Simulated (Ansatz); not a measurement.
Total energies of SiHMe2Br (C2H7BrSi) from Ansatz at PBE0-D4/def2-TZVP, gas phase (1 Eh = 27.2114 eV = 2625.5 kJ/mol). The reference geometry is relaxed at r2SCAN-D4/def2-SVP.

```tsv
state	geometry	energy (Eh)
charge 0 singlet	reference	-2943.67315
charge 1 doublet	reference	-2943.29875
free Si atom (triplet)	–	-289.24943
free H atom (doublet)	–	-0.50104
free C atom (triplet)	–	-37.80537
free Br atom (doublet)	–	-2573.81189
```

Work out the vertical ionisation energy to the doublet.

E(charge 1 doublet) − E(charge 0 singlet) = -2943.29875 − (-2943.67315) = 0.37440 Eh = 10.19 eV. For comparison, −ε of the highest occupied level is 8.08 eV at this level, 2.11 eV less.

What is the binding energy per atom against free atoms?

Atoms: 1 × (-289.24943) + 7 × (-0.50104) + 2 × (-37.80537) + 1 × (-2573.81189) = -2942.17934 Eh. Binding: -2942.17934 − (-2943.67315) = 1.49381 Eh = 40.65 eV, or 3.70 eV for each of 11 atoms (no zero-point energy, no counterpoise term).
